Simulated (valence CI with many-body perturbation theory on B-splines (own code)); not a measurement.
The numbers below are computed, except where a source is named.
# Hyperfine factors and g values of Tm LIV

Method: valence CI with perturbative core correlation (CI+MBPT): six valence electrons over a frozen Dirac-Fock core [Ne], radial functions for each j: 9 s, 9 p, 8 d, 6 f, 3 g, 1 h, with the one-electron correlation potential Σ1, the two-electron term Σ2, the three-electron term Σ3, Breit, model QED; selected CI, second order for the rest, scaled by the run's own slope (own B-spline code, finite nucleus).

No measured spectrum was set against this ion. As an estimate, large intervals hold to a few tenths of a per cent, small ones and those within an open d or f shell to about a per cent. Among the levels kept, up to 990 cm⁻¹ of a level comes from second order outside the variational space, and about a tenth of that is noise between levels of different J, which matters for small intervals.

A/g_I is the dipole constant over the nuclear g factor μ/I (μ in nuclear magnetons, uniformly magnetised nucleus), B/Q the quadrupole constant per barn. Both hold the static response of the core; the bare values leave it out. Large factors of s and p1/2 electrons are usually good to 5 to 10 %; those of open d and f shells near neutrality can be off by tens of per cent, and small factors of p3/2, d and f electrons come from cancelling terms and can be off by a factor of two or in sign, in half-filled shells by more. B is blank for J = 1/2, where it vanishes, and for nearly pure S terms. Energies count from the lowest level. Levels with J = 0 are left out.

Levels are named by their leading jj configuration (3d3/2^4 stands for four electrons in 3d with j = 3/2), which in mixed levels can hold well under half, so a name can repeat and another be missing. Letters in brackets count levels of one name in rising energy.

```csv
Level,E (eV),g,A/g_I (MHz),A/g_I bare,B/Q (MHz/b),B/Q bare
(3s^2 3p1/2^2 3p3/2^2) J=2,0.00,1.335,161000,161000,27300,26900
(3s^2 3p1/2^2 3p3/2 3d3/2) J=2,214.31,1.044,124000,125000,-2490,-2260
(3s^2 3p1/2^2 3p3/2 3d3/2) J=1,221.73,1.118,113000,114000,-138000,-138000
(3s^2 3p1/2^2 3p3/2 3d3/2) J=3,222.43,1.098,120000,122000,329000,327000
(3s^2 3p1/2 3p3/2^3) J=1,247.34,1.491,-121000,-115000,-160000,-157000
(3s^2 3p1/2 3p3/2^3) J=2,256.28,1.143,450000,443000,-347000,-343000
(3s^2 3p1/2^2 3p3/2 3d5/2) J=4,276.00,1.255,79800,81200,344000,342000
(3s^2 3p1/2^2 3p3/2 3d5/2) J=2,280.96,1.246,61300,63400,-204000,-201000
(3s^2 3p1/2^2 3p3/2 3d5/2) J=3,299.24,1.193,73500,74800,4990,6930
(3s^2 3p1/2^2 3p3/2 3d5/2) J=1,309.22,1.046,-62700,-58300,42900,43200
(3s 3p1/2^2 3p3/2^3) J=2,412.66,1.469,973000,955000,-296000,-293000
(3s 3p1/2^2 3p3/2^3) J=1,432.02,1.186,-553000,-537000,-112000,-110000
(3s^2 3p1/2^2 3d3/2^2) J=2,437.51,0.746,85800,87700,3660,3840
(3s^2 3p1/2 3p3/2^2 3d3/2) J=2 [a],453.07,1.026,251000,249000,-178000,-176000
(3s^2 3p1/2 3p3/2^2 3d3/2) J=1 [a],455.07,0.975,276000,273000,-50900,-50800
(3s^2 3p1/2 3p3/2^2 3d3/2) J=3 [a],460.41,1.078,246000,244000,-7810,-7070
(3s^2 3p1/2 3p3/2^2 3d3/2) J=4,468.36,1.046,277000,274000,53600,55200
(3s^2 3p1/2 3p3/2^2 3d3/2) J=2 [b],480.05,0.824,357000,354000,184000,184000
(3s^2 3p1/2 3p3/2^2 3d3/2) J=3 [b],493.19,1.192,62300,64600,44000,43900
(3s^2 3p1/2 3p3/2^2 3d3/2) J=2 [c],499.05,1.251,255000,252000,-5410,-6570
(3s^2 3p1/2^2 3d3/2 3d5/2) J=3,502.19,1.077,53000,55300,12800,13500
(3s^2 3p1/2 3p3/2^2 3d3/2) J=1 [b],503.35,1.502,184000,184000,100000,98900
(3s^2 3p1/2 3p3/2^2 3d5/2) J=3,510.96,1.294,-62500,-58200,43400,44400
(3s^2 3p1/2 3p3/2^2 3d5/2) J=4 [a],511.37,1.292,-18100,-14700,124000,125000
(3s^2 3p1/2^2 3d3/2 3d5/2) J=2,512.37,1.183,50700,53000,-27300,-28100
(3s^2 3p1/2 3p3/2^2 3d3/2) J=1 [c],515.72,0.905,-246000,-237000,-56200,-54300
(3s^2 3p1/2^2 3d3/2 3d5/2) J=1,516.25,1.523,21800,23800,15200,16000
(3s^2 3p1/2^2 3d3/2 3d5/2) J=4,517.23,1.076,59900,62400,67900,71500
(3s^2 3p1/2 3p3/2^2 3d5/2) J=4 [b],522.79,1.176,229000,227000,7550,8790
(3s^2 3p1/2 3p3/2^2 3d5/2) J=1,524.91,0.937,573000,565000,13700,13800
(3s^2 3p1/2 3p3/2^2 3d5/2) J=5,525.83,1.189,213000,211000,70700,72500
(3s^2 3p1/2 3p3/2^2 3d5/2) J=2,542.41,1.269,-144000,-138000,277000,275000
```

Question: Take the isotope of mass number 169, with I = 1/2, μ = -0.231 μN. What is the hyperfine structure of (3s^2 3p1/2^2 3p3/2^2) J=2?

Answer: From the table A = -74500 MHz. Shifts from the centre of gravity in MHz: F = 3/2: 112000, F = 5/2: -74500.
